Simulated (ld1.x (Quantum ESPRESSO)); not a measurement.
# Which change was made? (Hf, TM)

* Element: hafnium (Hf)
* Generator: ld1.x (Quantum ESPRESSO) 7.5
* Type: norm-conserving Troullier–Martins (Kleinman–Bylander form)
* Functional: PBE
* Relativity: fully relativistic
* Frozen core: [Kr] 4d10
* Valence charge: 26
* Reference configuration: 4f14 5s2 5p6 5d2 6s1 6p0 (charge +1)
* Partial waves: 5p (bound): rc 1.80 bohr; 5d (bound): rc 2.00 bohr; 4f (bound): rc 1.05 bohr; 5s (bound): rc 1.55 bohr
* Local potential: the s channel
* Core correction: none

Open shells are filled in proportion to 2j + 1 (rel_dist='average').

Occupied shells without a wave of their own: 6s. They enter only through the test configuration that unscreens the potential.

Cutoffs, loose and tight: the cutoffs (Ry, on a coarse ladder) from which the occupation-weighted sum of valence levels, in a spherical-Bessel basis at the reference potential, stays within 10 and 1 mRy of its value at 400 Ry. They do not see the model core or the augmentation charge, which bear on the density cutoff. Test errors are all-electron minus pseudo excitation energies from the reference, over the configurations 4f14 5s2 5p6 5d2 6s2 6p0; 4f14 5s2 5p6 5d2 6s0 6p0; 4f14 5s2 5p6 5d1 6s0 6p0; 4f14 5s1 5p6 5d2 6s2 6p0; 4f14 5s2 5p6 5d2 6s1.5 6p0; 4f14 5s2 5p6 5d3 6s0 6p0; 4f14 5s2 5p6 5d1 6s2 6p0; variants that change the core or the reference have their own tests. The largest error is taken over the tests solved by every variant that gives reliable tests at all, those not shown here included: 4f14 5s2 5p6 5d1 6s0 6p0; 4f14 5s2 5p6 5d1 6s2 6p0; 4f14 5s2 5p6 5d2 6s0 6p0; 4f14 5s2 5p6 5d2 6s1.5 6p0; 4f14 5s2 5p6 5d3 6s0 6p0.

The base gives: outcome: generated, misses its reference levels by 0.62 eV; bound ghosts: not determined; largest test error (meV): -1070.

**Question.** After one change the result is: outcome: generated, misses its reference levels by 0.63 eV; cutoff, loose: over 300 Ry; cutoff, tight: over 300 Ry; bound ghosts: none; largest test error (meV): -1090. Which change was it?
A. reference 4f13.5 5s2 5p6 5d2.5 6s2 6p0
B. scalar-relativistic
C. local potential the p channel

**Answer.** B. The others give: local potential the p channel → outcome: generated, misses its reference levels by 5.39 eV; bound ghosts: not determined; largest test error (meV): +548 | reference 4f13.5 5s2 5p6 5d2.5 6s2 6p0 → outcome: generated, misses its reference levels by 0.57 eV; bound ghosts: not determined; largest test error (meV): -1560.
